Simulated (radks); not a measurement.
Values are calculated unless marked as measured or tabulated.
Problem. The mean radii <r> (bohr) of the occupied orbitals of an atom or ion are listed with their occupations. Level of theory: non-relativistic Kohn-Sham, exchange-only B88, spin-polarised, spherical densities, point nucleus (a radial shooting solver on a logarithmic mesh with Libxc functionals).

orbital  occ.      <r>
1s up       1  0.04638
1s down     1  0.04638
2s up       1   0.2067
2s down     1   0.2067
2p up       3   0.1788
2p down     3   0.1788
3s up       1   0.6096
3s down     1   0.6093
3p up       3   0.6224
3p down     3   0.6218
3d up       5   0.6787
3d down     5   0.6731
4s up       1    1.982
4s down     1    1.968
4p up       3    2.556

Name the element and its charge. Open shells, if any, are filled with parallel spins first.

Solution. Z = 33, arsenic, charge 0: As in [Ar] 3d10 4s2 4p3. The 1s radius gives Z: for a bare nucleus <r> = 1.5/Z, 0.04545 bohr for Z = 33, and screening makes it slightly larger (0.04638 here). The occupations add up to 33, and the charge is Z minus that.
